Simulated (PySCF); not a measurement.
Problem. What does the PBE0-D3(BJ)/def2-SVP structure of `C[C@@H](C#CCF)C(F)=C(F)F` look like in three dimensions?

Solution. 
```
atom  x, y, z in Å
C1    -0.6016   -2.0015    0.4431
C2    -0.2695   -0.5844    0.9322
C3     0.7248    0.0786    0.0911
C4     1.5532    0.6086   -0.6148
C5     2.5391    1.2725   -1.4575
F6     3.8223    0.9757   -1.0776
C7    -1.5071    0.2473    1.1206
F8    -2.0339    0.2005    2.3484
C9    -2.1518    0.9442    0.1858
F10   -3.2464    1.6266    0.3985
F11   -1.7523    1.0253   -1.0595
H12   -1.0288   -1.9629   -0.5692
H13    0.3044   -2.6228    0.4150
H14   -1.3327   -2.4712    1.1167
H15    0.1612   -0.6563    1.9470
H16    2.4026    0.9665   -2.5095
H17    2.3980    2.3663   -1.4023
```

Any rigid rotation of these coordinates is as good. Atoms count from 1 in this order. Of the pairs four or more bonds apart, C3···F11 is among the closest relative to their van der Waals radii: 2.89 Å, 91 % of the sum of Bondi's values. The C–C distances run from 1.211 Å (C3≡C4, drawn triple) to 1.536 Å (C1–C2, drawn single), a spread of 0.325 Å. The C–F distances run from 1.307 Å (C9–F10, drawn single) to 1.371 Å (C5–F6, drawn single), a spread of 0.064 Å.

Bonds between heavy atoms (Å): C1–C2 1.536, C2–C3 1.461, C3≡C4 1.211, C4–C5 1.457, C5–F6 1.371, C2–C7 1.503, C7–F8 1.337, C7=C9 1.332, C9–F10 1.307, C9–F11 1.310.

Level of theory: PBE0-D3(BJ)/def2-SVP geometry optimisation, gas phase in PySCF 2.14.0.

Point group: C1 (no symmetry element, even within 0.4 Å). Not checked by PBE0-D3(BJ)/def2-SVP frequencies. The numbers are those of one conformer (C1–C2–C7–F8 91°).
